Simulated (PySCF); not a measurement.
Molecule: SMILES O[Si](C)(C)C, C₃H₁₀OSi.

Structure with atom numbers: `[CH3:1][Si:2]([CH3:3])([CH3:4])[OH:5]`; H(Xn) means a hydrogen on atom n.

Geometry PBE0-D3(BJ)/def2-SVP throughout; GIAO in PySCF 2.14.0 with density-fitted response routines, gas phase, one conformer, non-relativistic; equivalent atoms averaged; basis pcSseg-1.

Question: How do the absolute shieldings σ depend on the functional? (ppm; last column core-seconds on shared hosts with different chips, so compare them loosely)

Answer: 
| functional | kind | C1/C3/C4 | Si2 | O5 | H(O5) | H(C1)/H(C3)/H(C4) | core-s |
| --- | --- | --- | --- | --- | --- | --- | --- |
| HF | Hartree–Fock | 189.8 | 378.7 | 304.8 | 30.84 | 31.62 | 5.4 |
| LDA | LDA | 179.3 | 291.4 | 278.8 | 30.27 | 30.78 | 15 |
| PBE | GGA | 178.9 | 312.2 | 281.1 | 30.91 | 31.15 | 18 |
| BLYP | GGA | 174.3 | 304.4 | 279.5 | 31.07 | 31.32 | 18 |
| BP86 | GGA | 178.5 | 311.8 | 281.2 | 30.97 | 31.22 | 18 |
| OPBE | GGA | 184.0 | 339.1 | 288.0 | 31.01 | 31.17 | 19 |
| KT2 | GGA | 182.0 | 337.9 | 280.2 | 30.89 | 31.14 | 20 |
| KT3 | GGA | 181.3 | 346.6 | 284.0 | 31.10 | 31.28 | 19 |
| B97-D | GGA | 178.2 | 329.3 | 284.7 | 31.11 | 31.37 | 18 |
| B3LYP | global hybrid | 178.1 | 319.0 | 286.0 | 30.96 | 31.34 | 11 |
| PBE0 | global hybrid | 183.2 | 330.4 | 289.0 | 30.85 | 31.21 | 7.8 |
| mPW1PW91 | global hybrid | 182.3 | 329.6 | 289.3 | 30.89 | 31.26 | 12 |
| WP04 | global hybrid | 171.4 | 326.8 | 285.8 | 31.08 | 31.50 | 18 |
| B97-2 | global hybrid | 182.6 | 338.1 | 290.2 | 30.99 | 31.32 | 18 |
| BHandHLYP | global hybrid | 182.9 | 340.8 | 293.9 | 30.83 | 31.39 | 17 |
| CAM-B3LYP | range-separated hybrid | 181.2 | 322.7 | 291.0 | 30.78 | 31.27 | 24 |
| wB97X-D | range-separated hybrid | 183.2 | 331.4 | 291.1 | 30.91 | 31.32 | 24 |
| LC-wPBE | range-separated hybrid | 186.8 | 333.9 | 299.0 | 30.81 | 31.25 | 32 |

Question: Which nucleus moves most, in ppm?

Answer: Si2 (silicon bonded to 3 C, O): from 291.4 ppm with LDA to 378.7 ppm with HF. The smallest spread is 0.83 ppm, at H(O5). Proton shifts span only some 12 ppm, so a few tenths of a ppm matter as much there as several ppm in carbon.
